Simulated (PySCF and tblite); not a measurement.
The numbers below are computed, except where a source is named.
C₂H₈OSi, numbered as in [CH3:1][O:2][SiH2:3][CH3:4]. Level: PBE0-D3(BJ)/def2-TZVP//PBE0-D3(BJ)/def2-SVP, thermal terms from GFN2-xTB, symmetry numbers and mirror pairs counted. Conformers within 4 kcal/mol (GFN2-xTB free energy) were kept, 5 at most. GIAO shieldings: PBE0/pcSseg-1. Shifts are against TMS (¹H), TMS (¹³C), TMS (²⁹Si) at the same level. Programs: PySCF with density fitting and tblite.

Torsions listed: C1–O2–Si3–C4. Of a mirror pair one member is shown.

| conformer | shape | point group | mirror pair | ΔE(DFT) | Δ(G−E) at 298.15 K | δ C1 (ppm) |
| --- | --- | --- | --- | --- | --- | --- |
| 1 | 180° | Cs | no | 0.00 | 0.00 | 54.0 |
| 2 | -65° | C1 | yes | 0.55 | -0.02 | 53.0 |

Energies in kcal/mol; the thermal term leaves out symmetry numbers and mirror images.

**Question.** Work out the weights at 298.15 K and the ¹³C shift of C1 under fast exchange.

**Answer.** RT = 0.592 kcal/mol. Each conformer gets RT ln(σ/g), with σ the rotational symmetry number and g = 2 for a mirror pair: 1: σ = 1, g = 1, G = 0.00 + 0.00 + 0.00 = 0.00, 0.00 above the lowest, exp(−ΔG/RT) = 1.000; 2: σ = 1, g = 2, G = 0.55 − 0.02 − 0.41 = 0.11, 0.11 above the lowest, exp(−ΔG/RT) = 0.830. The sum is 1.830, so the weights are 54.7, 45.3 %. The averaged shift is 53.6 ppm. At 298.15 K the leading conformer alone gives 54.0 ppm and bare DFT energies give 53.7 ppm.
